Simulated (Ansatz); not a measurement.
Reaction (ligand exchange at the Si–C bond): `O[SiH2]C[SiH](O)Cl` + `OCO` → `OCO[SiH2]O` + `C[SiH](O)Cl`

Program: Ansatz. Geometries: PBE0-D4/def2-TZVP. ΔE: electronic, gas phase. CBS: MP2 limit from def2 TZ/QZ plus the TZ coupled-cluster correction, frozen cores. This one scheme is used for every species. Functionals use def2-TZVPP. B3LYP here is the variant with VWN-RPA as its local correlation; programs differ in this. One conformer a species, not always the lowest.

```json
{"level": "r2SCAN-D4", "ΔE (eV)": "-0.89"}
{"level": "PBE0-D4", "ΔE (eV)": "-0.79"}
{"level": "B3LYP-D4", "ΔE (eV)": "-0.90"}
{"level": "ωB97M-V", "ΔE (eV)": "-0.88"}
{"level": "CCSD/def2-TZVPP", "ΔE (eV)": "-0.92"}
{"level": "CCSD(T)/def2-TZVPP", "ΔE (eV)": "-0.89"}
{"level": "MP2/def2-QZVPP", "ΔE (eV)": "-0.89"}
{"level": "MP2/CBS(def2)", "ΔE (eV)": "-0.88"}
```

(1) What does CCSD(T)/CBS give? (An estimate is asked.)

Largest T1 diagnostic among the species: 0.012.

Answers

(1) Computed: -0.88 eV. The listed levels differ from it by -0.01, 0.09, -0.02, 0.00, -0.04, -0.01, -0.01, 0.00 eV.

The D4 term adds +0.08 eV with B3LYP and +0.05 eV with PBE0; it sums over pairs of atoms, weighted by their polarisabilities, and B3LYP, whose exchange is more repulsive, gets the larger term. In def2-TZVPP, CCSD(T) changes the Hartree–Fock value by +0.23 eV (the triples alone add +0.03 eV) and MP2 by +0.22 eV.
